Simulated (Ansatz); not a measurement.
Two members of one family ((MgO)n off), computed with Ansatz in the gas phase. HOMO and LUMO are taken over both spins. The structures are stationary points that may keep the symmetry of their start.

First: Mg3O3⁺ (doublet, charge 1, r2SCAN-D4/def2-SVP geometry).

```xyz
6

Mg   -2.195    1.023    1.702
Mg    0.734   -0.812    0.760
Mg   -0.161    0.546   -1.203
O     1.669    0.048   -0.727
O     0.758   -1.180   -1.161
O    -0.805    0.375    0.629
```

```tsv
level	HOMO (eV)	LUMO (eV)	gap (eV)
LDA (SPW92)/def2-TZVP	-8.68	-7.82	0.86
PBE-D4/def2-SVP	-8.60	-7.69	0.90
PBE-D4/def2-TZVP	-8.57	-7.64	0.93
BLYP-D4/def2-TZVP	-8.47	-7.72	0.75
PBE0-D4/def2-SVP	-9.24	-6.89	2.35
```

Second: Mg5O4⁺ (doublet, charge 1, r2SCAN-D4/def2-SVP geometry).

```tsv
atom	x (Å)	y (Å)	z (Å)
Mg1	1.357	0.789	-0.062
Mg2	-0.491	-0.164	1.484
Mg3	-0.951	-0.684	-1.562
Mg4	1.555	-1.919	-0.357
Mg5	-1.751	1.777	0.035
O6	0.940	-0.514	-1.539
O7	1.270	-0.830	1.142
O8	-1.868	-0.155	0.015
O9	-0.061	1.701	0.843
```

Problem. What does the change do? Estimate second minus first.

Solution. 
```csv
level,Δ HOMO (eV),Δ LUMO (eV),Δ gap (eV)
LDA (SPW92)/def2-TZVP,0.91,0.49,-0.43
PBE-D4/def2-SVP,0.93,0.54,-0.39
PBE-D4/def2-TZVP,0.95,0.53,-0.42
BLYP-D4/def2-TZVP,0.96,0.59,-0.37
PBE0-D4/def2-SVP,1.28,0.42,-0.85
```
